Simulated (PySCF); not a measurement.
# A computed series MBr2

Computed with PySCF 2.14.0, PBE0, def2-SVP on the ligands, density fitting, scalar-relativistic core potentials, no spin-orbit coupling, vacuum. Each member is relaxed from one template within its symmetry. Distances are means of the shortest metal–ligand contacts, charges and spins Mulliken's; removal energies are rigid, with the ligand's formal charge and no counterpoise, so too large; for an anion taken off a cation in vacuum most of it is the attraction of opposite charges, and multiply charged cations can part far more cheaply with an electron moved from ligand to metal. lcecp potentials hold a fixed number of 4f electrons in the core, out of states, spins and gaps.

| metal | basis on the metal | point group | M–Br (Å) | charge on M (e) | dipole (D) | removal of one Br (eV) | strongest infrared band, degenerate modes summed (cm⁻¹) | unstable modes (below −25 cm⁻¹) |
| --- | --- | --- | --- | --- | --- | --- | --- | --- |
| La | lcecp-0-SVP with ECP47 | C2v | 2.878 | 0.92 | 6.04 | 6.97 | 214 | 0 |
| Nd | lcecp-0-SVP with ECP50 | C2v | 2.826 | 0.88 | 5.53 | 7.12 | 216 | 0 |
| Eu | lcecp-0-SVP with ECP53 | C2v | 2.787 | 0.87 | 4.44 | 7.27 | 220 | 0 |
| Yb | lcecp-0-SVP with ECP60 | D∞h | 2.721 | 0.81 | 0.09 | 7.58 | 222 | 0 |
| Pb | def2-SVP with ECP60 | C2v | 2.629 | 0.70 | 4.33 | 7.60 | 212 | 0 |

What does the calculation give for Dy, lcecp-0-SVP with ECP56?

point group: C2v, M–Br (Å): 2.759, charge on M (e): 0.85, dipole (D): 1.82, removal of one Br (eV): 7.41, strongest infrared band, degenerate modes summed (cm⁻¹): 219, unstable modes (below −25 cm⁻¹): 0.
```xyz
3

Dy    0.0000    0.0000    0.0060
Br    2.7420    0.0000    0.3109
Br   -2.7420    0.0000    0.3109
```

From La to Yb the M–Br distance shrinks by 0.16 Å, the lanthanide contraction, and the energy to remove one Br rises by 0.61 eV.

One start shape was tried for each, so a minimum needn't be the lowest isomer. Oxidation states forced by the potential, rare, strongly oxidising or of another configuration in reality: LaBr2, NdBr2, DyBr2.
